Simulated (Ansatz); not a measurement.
`N[Si](F)(F)[SiH3]` + H₂O → `O[Si](F)(F)[SiH3]` + NH₃ at 400 K and 1 bar (formal hydrolysis of the Si–N bond).

Isolated molecules relaxed with PBE0-D4/def2-TZVP in Ansatz; ΔE leaves out vibrations. CBS: MP2 limit from def2 TZ/QZ plus the TZ coupled-cluster correction, frozen cores. This one scheme is used for every species. One conformer a species, not always the lowest.

```csv
species,CCSD(T)/CBS energy (Eh),H − E (kJ/mol),S (J/(mol·K))
`N[Si](F)(F)[SiH3]`,-835.62453,188.0,407.1
H₂O,-76.37941,69.8,198.6
`O[Si](F)(F)[SiH3]`,-855.51273,154.9,397.5
NH₃,-56.50880,104.2,203.1
```

H − E and S are ideal-gas, rigid-rotor, harmonic terms from PBE0-D4/def2-TZVP, for one conformer and one mirror image of each species. 1 Eh = 2625.50 kJ/mol, R = 8.31446 J/(mol·K).

Problem. By hand: ΔE, ΔH, ΔS and ΔG.

Solution. ΔE = (-855.51273) + (-56.50880) − (-835.62453) − (-76.37941) = -0.01759 Eh = -46.2 kJ/mol. Δ(H − E) = 154.9 + 104.2 − 188.0 − 69.8 = 1.3, so ΔH = -44.9 kJ/mol. ΔS = 397.5 + 203.1 − 407.1 − 198.6 = -5.1 J/(mol·K). ΔG = -44.9 − 400 × (-5.1)/1000 = -42.9 kJ/mol.

Problem. By hand: the equilibrium constant, and the temperature at which ΔG would vanish if ΔH and ΔS stayed fixed.

Solution. log₁₀ K = −ΔG/(RT ln 10) = 5.6. ΔG = 0 at ΔH/ΔS = 8804 K, far beyond where these terms or the molecules hold.

The number of gas molecules stays the same, so ΔS is small and ΔH decides. A doubt of 5 kJ/mol in ΔE shifts log₁₀ K by 0.7 here. Other conformers and mirror images would add mixing entropy, several J/(mol·K) or more a flexible species. These are equilibria of isolated gas molecules and say nothing of rates. Largest T1 diagnostic: 0.013 (customary marks: 0.02 for closed shells, 0.045 for open ones).
